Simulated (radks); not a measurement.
The numbers below are computed, except where a source is named.
Os VI, 71 electrons, occupied as [Xe] 4f14 5d1 6s2 (not the ground configuration). Level of theory: scalar-relativistic Kohn-Sham, r2SCAN, spin-polarised, spherical densities, finite nucleus; open shells are filled with parallel spins first (spin-orbit coupling, left out, can overturn this in heavy ions); meta-GGA in the generalised Kohn-Sham scheme; Fermi nuclear charge, rms radius 5.4126 fm (a radial shooting solver on a logarithmic mesh with Libxc functionals). Some entries of the table are withheld. Estimate them.

orbital  occ.  eigenvalue (hartree)  r(max) (bohr)  <r> (bohr)
1s down     1             -2720.007        0.01103     0.01774
1s up       1             -2720.007        0.01103     0.01774
2s up       1             -476.9391        0.06338     0.07489
2s down     1             -476.9343        0.06337     0.07489
2p up       3             -415.5940        0.05219     0.06728
2p down     3             -415.5903        0.05219     0.06728
3s up       1             -113.4145         0.1786      0.1937
3s down     1             -113.4140         0.1786      0.1937
3p up       3             -95.31777         0.1772      0.1944
3p down     3             -95.31693         0.1772      0.1944
3d up       5             -75.05631         0.1446      0.1762
3d down     5             -75.05357         0.1446      0.1762
4s up       1             -26.24936         0.4048      0.4318
4s down     1             -26.24569         0.4048      0.4319
4p up       3             -20.28724         0.4249      0.4591
4p down     3             -20.28410         0.4250      0.4591
4d up       5             -12.84383         0.4346      0.4888
4d down     5             -12.84001         0.4347      0.4888
5s up       1              -6.02353         0.9092      0.9901
5s down     1              -5.99147         0.9076      0.9870
4f up       7              -4.58098         0.4065      0.5520
4f down     7              -4.57414         0.4064      0.5508
5p up       3              -4.44123          1.015       1.123
5p down     3              -4.39921          1.012       1.119
5d up       1              -2.53472          1.239       1.429
5d down     0              -2.48641          1.235       1.433
6s up       1              -2.05496          2.039         (1)
6s down     1              -2.03549          2.052         (2)
6p up       0              -1.61162          2.333         (3)
6p down     0              -1.60371          2.337         (4)
5f up       0                   (5)          2.091       2.349
5f down     0                   (6)          2.136       2.435

Answer. 
(1) 6s up <r> (bohr): 2.155
(2) 6s down <r> (bohr): 2.176
(3) 6p up <r> (bohr): 2.442
(4) 6p down <r> (bohr): 2.469
(5) 5f up eigenvalue (hartree): -1.04423
(6) 5f down eigenvalue (hartree): -1.02706
